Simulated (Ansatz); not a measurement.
Relaxation of C2H10Sn (13 atoms, charge 0, multiplicity 1), to a largest force component of 0.03 eV/Å in at most 50 steps.

Theory: RKS B3LYP/def2-SVP (Ansatz 0.2.0).

```xyz
13
Properties=species:S:1:pos:R:3
Sn -0.413 -0.039 -0.651
C -0.115 0.248 2.688
H -0.295 0.154 3.773
H 0.849 -0.227 2.446
H -0.085 1.317 2.419
C 1.734 -0.285 -0.421
H 1.968 -1.324 -0.146
H 2.230 -0.048 -1.374
H 2.114 0.389 0.359
H -0.868 1.601 -0.389
H -0.851 -0.478 -2.264
H -1.284 -1.038 0.466
H -0.918 -0.259 2.125
```

Problem. Where does it end, and by what steps?

Solution. The forces met the threshold. The force dipped under the threshold on the way, but the program's further checks kept it going. After 16 steps the energy has fallen by 0.240 eV; H4 moved furthest, 0.88 Å.

| step | energy less start (eV) | largest force component (eV/Å) | accepted |
| --- | --- | --- | --- |
| 0 | 0.0000 | 0.450 | yes |
| 1 | -0.1235 | 0.219 | yes |
| 2 | -0.1888 | 0.100 | yes |
| 3 | -0.2183 | 0.079 | yes |
| 4 | -0.2259 | 0.048 | yes |
| 5 | -0.2255 | 0.372 | no |
| 6 | -0.2264 | 0.134 | yes |
| 7 | -0.2336 | 0.118 | yes |
| 8 | -0.2357 | 0.118 | yes |
| 9 | -0.2372 | 0.090 | yes |
| 10 | -0.2382 | 0.090 | yes |
| 11 | -0.2387 | 0.069 | yes |
| 12 | -0.2392 | 0.026 | yes |
| 13 | -0.2394 | 0.029 | yes |
| 14 | -0.2395 | 0.050 | yes |
| 15 | -0.2397 | 0.027 | yes |
| 16 | -0.2399 | 0.011 | yes |

```xyz
13
Properties=species:S:1:pos:R:3
Sn -0.408 -0.141 -1.244
C -0.085 0.400 3.419
H -0.358 0.417 4.484
H 0.916 -0.040 3.306
H -0.082 1.427 3.026
C 1.690 -0.373 -0.734
H 2.008 -1.409 -0.921
H 2.302 0.307 -1.345
H 1.844 -0.136 0.329
H -0.906 1.489 -0.998
H -0.665 -0.556 -2.897
H -1.373 -1.172 -0.257
H -0.817 -0.203 2.863
```

The run took 40 s on 2 threads of Arm Neoverse V2, on a shared host, peak memory 0.23 GiB.
